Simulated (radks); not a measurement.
Values are calculated unless marked as measured or tabulated.
Q: Cl+, 16 electrons, occupied as [Ne] 3s2 3p(up 2, down 2) (spins set by hand, not the high-spin state). Level of theory: non-relativistic Kohn-Sham, PBE, spin-polarised, spherical densities, point nucleus (a radial shooting solver on a logarithmic mesh with Libxc functionals). Some entries of the table are withheld. Estimate them.

| orbital | occ. | eigenvalue (eV) | <r> (bohr) | <1/r> (bohr^-1) |
|---|---|---|---|---|
| 1s | 2 | -2753.581 | 0.09141 | 16.55 |
| 2s | 2 | -263.7998 | 0.4462 | 3.286 |
| 2p | 6 | -204.4254 | 0.4074 | (1) |
| 3s | 2 | (2) | (3) | (4) |
| 3p | 4 | (5) | 1.707 | 0.7955 |

A: 
(1) 2p <1/r> (bohr^-1): 3.199
(2) 3s eigenvalue (eV): -31.9175
(3) 3s <r> (bohr): 1.495
(4) 3s <1/r> (bohr^-1): 0.9229
(5) 3p eigenvalue (eV): -19.4384
